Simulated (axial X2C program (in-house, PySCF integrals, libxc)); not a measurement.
Density and ELF of InN

All values were computed with an axial X2C code built on PySCF integrals. Two-component (2c) means X2C with spin–orbit coupling and atomic mean-field two-electron Coulomb and Gaunt terms. Basis: In dyall-cv3z [11s12p9d4f1g], N dyall-av3z [7s7p3d2f] (cores contracted in-house); Gaussian nuclei, density fitting, unrestricted open shells. Masses: In 114.904 u, N 14.003 u.

PBE0, with spin–orbit coupling, state Ω = 1 (⟨Sz⟩ = 1.00, ⟨Lz⟩ = 0.00 at PBE0); In at z = 0, N at z = 2.219 Å.

The maps cover the half plane through the axis: z from -2.4 to 4.2 Å along the bond, ρ from 0.15 to 2.25 Å away from it.

log10 of the density in e/bohr³:

```
 ρ\z  -2.4  -1.8  -1.2  -0.6   0.0   0.6   1.2   1.8   2.4   3.0   3.6   4.2
0.15  -2.8  -2.1  -1.4  -0.1   1.8  -0.1  -1.1  -0.4   0.0  -0.9  -2.0  -3.0
0.45  -2.9  -2.2  -1.5  -0.5   0.4  -0.5  -1.2  -0.7  -0.5  -1.2  -2.1  -3.1
0.75  -3.0  -2.3  -1.7  -1.0  -0.5  -1.0  -1.5  -1.1  -1.0  -1.5  -2.4  -3.2
1.05  -3.1  -2.5  -1.9  -1.5  -1.2  -1.6  -1.9  -1.6  -1.6  -2.0  -2.6  -3.4
1.35  -3.3  -2.7  -2.2  -1.9  -1.8  -2.0  -2.2  -2.2  -2.1  -2.4  -3.0  -3.7
1.65  -3.5  -3.0  -2.5  -2.3  -2.2  -2.4  -2.6  -2.6  -2.7  -2.9  -3.4  -3.9
1.95  -3.7  -3.2  -2.9  -2.6  -2.6  -2.8  -3.1  -3.1  -3.2  -3.4  -3.7  -4.3
2.25  -4.0  -3.5  -3.2  -3.0  -3.0  -3.2  -3.5  -3.6  -3.6  -3.8  -4.1  -4.6
```

Electron localisation function (collinear form, no current term, damped to 0 at low density):

```
 ρ\z  -2.4  -1.8  -1.2  -0.6   0.0   0.6   1.2   1.8   2.4   3.0   3.6   4.2
0.15  0.89  0.92  0.49  0.65  0.74  0.65  0.43  0.82  0.11  0.95  0.81  0.41
0.45  0.86  0.92  0.54  0.45  0.75  0.45  0.40  0.87  0.81  0.92  0.77  0.34
0.75  0.79  0.93  0.63  0.28  0.47  0.25  0.33  0.79  0.83  0.85  0.65  0.21
1.05  0.64  0.92  0.74  0.31  0.24  0.20  0.24  0.59  0.69  0.69  0.46  0.08
1.35  0.37  0.87  0.81  0.47  0.28  0.20  0.14  0.32  0.43  0.42  0.23  0.02
1.65  0.12  0.74  0.81  0.60  0.36  0.17  0.07  0.14  0.19  0.18  0.07  0.00
1.95  0.02  0.40  0.70  0.61  0.35  0.11  0.03  0.05  0.06  0.05  0.01  0.00
2.25  0.00  0.09  0.38  0.42  0.21  0.05  0.01  0.01  0.01  0.01  0.00  0.00
```

Axial spin density in 10⁻³ e/bohr³:

```
 ρ\z  -2.4  -1.8  -1.2  -0.6  0.0   0.6   1.2   1.8    2.4   3.0   3.6   4.2
0.15  -0.2  -0.6  -1.4   0.9  4.1   0.6  -3.2  37.2  142.2  -1.9  -0.8  -0.1
0.45  -0.2  -0.5  -1.1   0.6  1.2  -0.4   1.0  61.9  140.1   4.8  -0.3  -0.1
0.75  -0.1  -0.4  -0.8   0.1  0.0  -0.1   3.2  32.3   49.2   5.5   0.1  -0.1
1.05  -0.1  -0.3  -0.4   0.0  0.5   0.5   2.7  12.5   15.2   3.1   0.2   0.0
1.35  -0.1  -0.2  -0.2   0.0  0.4   0.6   1.6   4.5    4.8   1.4   0.1   0.0
1.65   0.0  -0.1  -0.1   0.0  0.2   0.4   0.8   1.6    1.6   0.6   0.1   0.0
1.95   0.0  -0.1  -0.1   0.0  0.1   0.2   0.4   0.6    0.6   0.2   0.1   0.0
2.25   0.0   0.0   0.0   0.0  0.1   0.1   0.1   0.2    0.2   0.1   0.0   0.0
```

Occupations by symmetry block were frozen at the best pattern of an incomplete PBE0 search. Density functionals use the spin component along the axis (collinear). Other states lie close and PBE0, whose exact exchange favours high spin, may order them wrongly; the determinant shown need not be the ground state. The nearest other 2c determinant of the search, Ω = 2, lies 0.43 eV up at the distance of the search. With several unpaired electrons one determinant need not be a pure state. Open-shell Ω = 0 determinants with evenly filled partner blocks cannot be reached by this program, so the Ω shown need not be the lowest component. This is the Ω = 1 component of a π² triplet; the 0⁺ component is not one determinant and can lie lowest.
